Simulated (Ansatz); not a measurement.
Computed with Ansatz.

A structure relaxed at PBE0-D4/def2-TZVP, charge 0, multiplicity 1:

```xyz
9

N     0.102   -1.552    0.429
Si    0.443    0.110    0.399
N    -0.840    1.160    0.084
P     0.289    1.556   -1.248
H    -0.535   -1.973   -0.227
H     0.778   -2.207    0.785
H     1.422    0.375    1.477
H    -1.405    1.852    0.544
H    -0.255    0.680   -2.242
```

Problem. Give its formula and SMILES.

Solution. H5N2PSi, `N[SiH]1NP1`.

Problem. Summarise the bond lengths by kind.

Solution. 2 × N–Si 1.687 to 1.697 Å; 3 × H–N 1.005 to 1.007 Å; 1 × P–Si 2.197 Å; 1 × H–Si 1.480 Å; 1 × N–P 1.790 Å; 1 × H–P 1.432 Å.
